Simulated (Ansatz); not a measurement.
AlB$_{2}$H$_{4}$NO (`N[B]1[AlH][B]1O`). The species carries charge 0 and has multiplicity 1.

```xyz
9

N    -1.6976    0.0995   -0.5223
B    -0.3370    0.0926   -0.7128
Al    1.5866   -0.3663   -1.1542
B     0.9024    0.0041    0.7116
O     0.4828   -0.0546    1.9762
H    -2.1535    0.6151    0.2150
H    -2.3346   -0.4233   -1.1037
H     2.5260    0.6473   -1.9523
H     1.0248   -0.6146    2.5424
```

(1) What are the harmonic wavenumbers in cm⁻¹ at PBE0-D4/def2-TZVP (Ansatz, finite differences of forces, unscaled)? (Best estimate.)

(2) Is this a minimum?

(3) Give the ideal-gas thermochemistry at 298.15 K and 1 bar (rigid rotor, harmonic oscillator; point group C1, symmetry number 1).

(4) And at 400, 500, 600, 800 and 1000 K?

(5) Rotational constants (cm⁻¹)?

Answers

(1) Ansatz gave: 109, 157, 211, 324, 367, 399, 446, 529, 537, 560, 565, 608, 939, 988, 1375, 1427, 1618, 1868, 3574, 3662, 3829.

(2) Yes, all 21 modes are real.

(3) Zero-point energy 144.1 kJ/mol; H(298) − E = 165.1 kJ/mol; entropy 338.4 J/(mol·K), of which translation 163.9, rotation 111.9, vibration 62.6; G(298) − E = 64.2 kJ/mol.

(4) 
```tsv
T (K)	H − E (kJ/mol)	S (J/mol/K)	G − E (kJ/mol)
400	177.2	373.2	27.9
500	190.5	402.8	-10.9
600	204.8	428.9	-52.5
800	235.7	473.2	-142.9
1000	268.8	510.1	-241.3
```

(5) 0.1419, 0.1206, 0.06649.
